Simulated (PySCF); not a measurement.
PySCF input for GeH₃, SMILES [GeH3+], charge +1, PBE-D3(BJ)/def2-TZVPD. Geometry optimised at PBE-D3(BJ)/def2-TZVPD.

```python
import numpy as np
from pyscf import gto, scf, dft, df
from pyscf.hessian import thermo

mol = gto.M(
    atom='''
    Ge    0.00000000    0.00000000    0.00000000
    H     1.53478326    0.00000000    0.00000000
    H    -0.76739163    1.32916130    0.00000000
    H    -0.76739163   -1.32916130    0.00000000
    ''',
    basis='def2-TZVPD',
    charge=1,
    spin=0,
    max_memory=1600,
    verbose=3,
)
mf = dft.RKS(mol, xc='pbe').density_fit(auxbasis='def2-universal-jkfit')
mf.disp = 'd3bj'
mf.grids.level = 3
mf.conv_tol = 1e-11
mf.max_cycle = 100
mf.kernel()

# [left out here: the lines that compute and print the analytic Hessian (its translational invariance restored by hand, since the grid's response is missing), thermochemistry and intensities]
```

Program output:

```
converged SCF energy = -2078.12927545002

WARN: DFTD3 does not support analytical Hessian, using finite difference


WARN: Mole.unit (angstrom) is changed to Bohr

Mode                                 0                   1                   2
Irrep
Freq [cm^-1]                      772.5792            821.0002            821.0052
Reduced mass [au]                   1.0494              1.0287              1.0287
Force const [Dyne/A]                0.3690              0.4085              0.4085
Char temp [K]                    1111.5694           1181.2366           1181.2436
Normal mode                   x     y     z       x     y     z       x     y     z
       0  Ge                 0.00 -0.00  0.02   -0.01 -0.01  0.00   -0.01  0.01  0.00
       1   H                -0.00  0.00 -0.56   -0.00  0.45 -0.00   -0.00 -0.67 -0.00
       2   H                -0.00 -0.00 -0.56    0.70  0.40 -0.00    0.05  0.03 -0.00
       3   H                -0.00  0.00 -0.56    0.30 -0.18 -0.00    0.63 -0.36 -0.00
Mode                                 3                   4                   5
Irrep
Freq [cm^-1]                     2115.4649           2188.2789           2188.2878
Reduced mass [au]                   1.0080              1.0278              1.0278
Force const [Dyne/A]                2.6578              2.8999              2.8999
Char temp [K]                    3043.6830           3148.4461           3148.4589
Normal mode                   x     y     z       x     y     z       x     y     z
       0  Ge                 0.00 -0.00 -0.00    0.02  0.00 -0.00    0.00 -0.02  0.00
       1   H                -0.58  0.00  0.00   -0.80  0.00  0.00   -0.08 -0.02 -0.00
       2   H                 0.29 -0.50  0.00   -0.15  0.29  0.00   -0.37  0.63 -0.00
       3   H                 0.29  0.50  0.00   -0.22 -0.41  0.00    0.34  0.56 -0.00
temperature 298.1500 [K]
pressure 101325.00 [Pa]
Rotational constants [GHz] 141.89637 141.89637 70.94819
Symmetry number 6
Zero-point energy (ZPE) 0.02029 [Eh]   53273.395 [J/mol]
                           tot       elec      trans        rot        vib
Entropy [J/mol/K]       217.620      0.000    162.700     52.348      2.571
Cv [J/mol/K]             33.101      0.000     12.472     12.472      8.157
Cp [J/mol/K]             41.415      0.000     20.786     12.472      8.157
Internal energy [J/mol]                      3718.434   3718.434  53884.286
Internal energy [Eh]   -2078.10592  -2078.12928
Enthalpy [J/mol]                             6197.391   3718.434  53884.286
Enthalpy [Eh]          -2078.10498
Gibbs free energy [J/mol]                  -42311.756 -11889.064  53117.621
Gibbs free energy [Eh] -2078.12969
mode   freq/cm-1   IR/(km/mol)
   1      772.58        13.534
   2      821.00        28.583
   3      821.01        28.581
   4     2115.46         0.000
   5     2188.28         0.075
   6     2188.29         0.076
max |gradient| / (hartree/bohr): 8.589729168787797e-06
APT charges: [ 1.1589 -0.053  -0.053  -0.053 ]
```

The calculation finished and met its thresholds.
